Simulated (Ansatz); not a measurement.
Start from `B[SiH2]OCC` and change one atom or group to get `B[SiH2]OBF`.

Ansatz, PBE0-D4/def2-TZVP geometries, multiplicity 1. Each molecule was computed in one conformer, which needn't be the lowest.

| property | `B[SiH2]OCC` |
| --- | --- |
| ideal-gas entropy at 298 K and 1 bar (rigid rotor, harmonic PBE0-D4/def2-TZVP) / J/(mol·K) | 371 |
| HOMO–LUMO gap (B3LYP/def2-TZVPP) / eV | 4.81 |
| zero-point energy (PBE0-D4/def2-TZVP) / kJ/mol | 281.9 |
| HOMO–LUMO gap (PBE/def2-TZVPP) / eV | 2.82 |
| HOMO energy (ωB97M-V/def2-TZVPP) / eV | -9.88 |
| size of the dipole moment (PBE/def2-TZVPP) / D | 1.08 |

(1) What does the change do to each property? (Estimate.)

Results:

(1) Computed: 
```tsv
property	`B[SiH2]OBF`	shift
ideal-gas entropy at 298 K and 1 bar (rigid rotor, harmonic PBE0-D4/def2-TZVP) / J/(mol·K)	359	-12
HOMO–LUMO gap (B3LYP/def2-TZVPP) / eV	5.37	0.56
zero-point energy (PBE0-D4/def2-TZVP) / kJ/mol	150.7	-131.2
HOMO–LUMO gap (PBE/def2-TZVPP) / eV	3.48	0.66
HOMO energy (ωB97M-V/def2-TZVPP) / eV	-10.68	-0.80
size of the dipole moment (PBE/def2-TZVPP) / D	1.92	0.84
```

With PBE0 the HOMO falls by 0.88 eV and the LUMO falls by 0.32 eV, so the gap widens by about 0.56 eV. PBE moves the HOMO by -1.00 eV and ωB97M-V by -0.80 eV. The zero-point energy changes by -131.2 kJ/mol with -12 modes. Dipoles are sizes alone; their direction can turn. Modes under 60 cm⁻¹, often nearly free rotors, make the harmonic entropy too high.

B3LYP here is the variant with VWN-RPA as its local correlation; programs differ in this.
